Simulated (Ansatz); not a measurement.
A structure relaxed at r2SCAN-D4/def2-SVP in Ansatz, charge 0, singlet:

Cartesian coordinates in Å:
```
B 1.325 -0.625 1.871
P 2.850 0.307 1.041
B 1.323 1.340 1.450
P 0.354 0.559 2.977
B -0.778 -0.349 1.682
P 0.100 -1.970 1.249
B 0.081 -1.760 -0.672
P 1.298 -0.806 -1.765
B 1.713 0.602 -0.510
P 0.757 2.201 -0.174
B -1.016 1.508 -0.500
P -2.155 0.575 0.690
P -1.539 -1.990 -1.725
B -0.532 -0.486 -2.264
P -1.666 1.125 -2.294
B -2.116 -0.229 -1.056
```

Task: Give its formula.

Result: B8P8.

Task: Summarise the bond lengths by kind (pairs closer than 1.2 times the sum of covalent radii, bridged metal pairs left out).

Result: 24 × B–P 1.89 to 1.97 Å; 2 × B–B 2.01 Å.
